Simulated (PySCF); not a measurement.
# Two-component Hartree-Fock for Ce⁵⁴⁺ (cerium, charge +54)

Start: [He] 2s2. Calculated with PySCF 2.14 in an even-tempered Gaussian basis (17 s from 8.3 bohr⁻², ratio 2.6; 13 p from 11 bohr⁻², ratio 2.6; 7 d from 11 bohr⁻², ratio 2.8; 4 f from 210 bohr⁻², ratio 2.8): generalised Hartree-Fock with the X2C-1e Hamiltonian and a Gaussian nucleus; spin-orbit coupling (SO) screened by Boettger's factors.

| spinor shell | electrons | ε, screened SO (eV) | weight of nominal j (screened SO) | rms radius, screened SO (bohr) |
| --- | --- | --- | --- | --- |
| 1s1/2 | 2 | -46263.0 | 1.000 | 0.0279 |
| 2s1/2 | 2 | -11221.6 | 1.000 | 0.108 |

```tsv
quantity	screened SO
E (hartree)	-4323.24157
M_J	0
⟨J²⟩	0.000
⟨L²⟩	0.000
⟨S²⟩	0.000
```

Breit and QED terms are absent; they matter most for the inner s and p1/2 levels.

Densities and radii are taken from the X2C orbitals without a picture-change correction, which distorts them close to the nucleus.
